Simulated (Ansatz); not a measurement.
CH₅BO₂S, SMILES `CSB(O)O` from Hartree–Fock to CCSD(T)

```xyz
10

C     1.5076   -0.5489    0.1891
S    -0.1723   -1.1953    0.0295
B    -1.1763    0.3262   -0.1434
O    -2.5240    0.2215   -0.2886
O    -0.6625    1.5841   -0.1375
H     1.6105    0.0739    1.0790
H     2.1711   -1.4059    0.2963
H     1.8070    0.0032   -0.7030
H    -2.8498   -0.6798   -0.2883
H     0.2887    1.6209   -0.0331
```

Total charge 0; spin multiplicity 1. The structure was optimised at the PBE0-D4/def2-TZVP level. It is a higher conformer; a search finds a lower one. Frozen core, restricted reference, the Gaussian-basis code of Ansatz. CBS rows extrapolate triple and quadruple zeta; past MP2 they add the triple-zeta difference.

```json
{"basis": "def2-SVP", "HF (Eh)": "-612.56673", "MP2 corr.": "?", "CCSD corr.": "?", "(T)": "?", "CCSD(T) total": "?"}
{"basis": "def2-TZVPP", "HF (Eh)": "-612.96497", "MP2 corr.": "-0.92806", "CCSD corr.": "?", "(T)": "-0.03862", "CCSD(T) total": "?"}
{"basis": "def2-QZVPP", "HF (Eh)": "-612.98650", "MP2 corr.": "-1.00101", "CCSD corr.": "–", "(T)": "–", "CCSD(T) total": "–"}
{"basis": "CBS(def2)", "HF (Eh)": "-612.98947", "MP2 corr.": "-1.05504", "CCSD corr.": "-1.08876", "(T)": "as TZ", "CCSD(T) total": "-614.11685"}
```

Task: Fill in the withheld values. (Best estimate.)

Result: The calculation gave: def2-SVP MP2 corr.: -0.72823; def2-SVP CCSD corr.: -0.76964; def2-SVP (T): -0.02040; def2-SVP CCSD(T) total: -613.35677; def2-TZVPP CCSD corr.: -0.96178; def2-TZVPP CCSD(T) total: -613.96537.
